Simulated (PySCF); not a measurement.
**Magnetisability: `CC[Si@@H](P)O[SiH3]`, C$_{2}$H$_{11}$OPSi$_{2}$**

Geometry (Å), atoms numbered from 1 in this order:
```xyz
17

C    -0.978    1.720   -0.420
C    -0.875    1.136    0.986
Si   -0.253   -0.668    0.979
P    -1.405   -1.784   -0.592
O     1.316   -0.727    0.569
Si    2.555   -0.570   -0.469
H    -1.649    1.118   -1.034
H    -0.001    1.733   -0.898
H    -1.362    2.739   -0.392
H    -1.852    1.186    1.468
H    -0.200    1.749    1.583
H    -0.236   -1.248    2.326
H    -2.608   -1.742    0.094
H    -1.099   -3.041   -0.101
H     2.757    0.861   -0.699
H     2.214   -1.263   -1.709
H     3.668   -1.186    0.246
```

Method used: GIAO PW91/ANO-RCC-VDZP magnetisability, rotational g tensor and spin-rotation constants, non-relativistic, gas phase in PySCF. Geometry: GFN2-xTB.

Question: What are the magnetisability and the molar susceptibility?

Answer: Isotropic -1384 × 10⁻³⁰ J/T², or -83.3 × 10⁻⁶ cm³/mol; principal values -1506, -1342, -1304 × 10⁻³⁰ J/T², anisotropy 186 × 10⁻³⁰ J/T² (root of half the summed squared differences of the principal values). The susceptibility is in cgs units.

Question: Split it along the inertial axes a, b, c into diamagnetic and paramagnetic parts about the centre of mass, with the quadrupole moment.

Answer: 
| axis | χ (10⁻⁶ cm³/mol) | diamagnetic (10⁻⁶ cm³/mol) | paramagnetic (10⁻⁶ cm³/mol) | summed x² of all electrons (Å²) | quadrupole Θ (D Å) |
| --- | --- | --- | --- | --- | --- |
| a | -88.3 | -761.9 | 673.6 | 200.3 | +3.15 |
| b | -78.9 | -1090.8 | 1011.9 | 122.7 | +1.82 |
| c | -82.9 | -1370.3 | 1287.4 | 56.9 | -4.97 |

Anisotropies 2χaa − χbb − χcc = -14.8 and 2χbb − χaa − χcc = +13.3 × 10⁻⁶ cm³/mol. Θ is traceless in Buckingham's convention.

Question: And the rotational g tensor?

Answer: 
| axis | rotational constant (GHz) | g | nuclear part | electronic part |
| --- | --- | --- | --- | --- |
| a | 1.9593 | -0.0205 | 0.5996 | -0.6200 |
| b | 1.2469 | -0.0181 | 0.5747 | -0.5928 |
| c | 0.9678 | -0.0104 | 0.5749 | -0.5854 |

Asymmetric top; isotopes 12C, 1H, 16O, 31P, 28Si; no vibrational averaging.
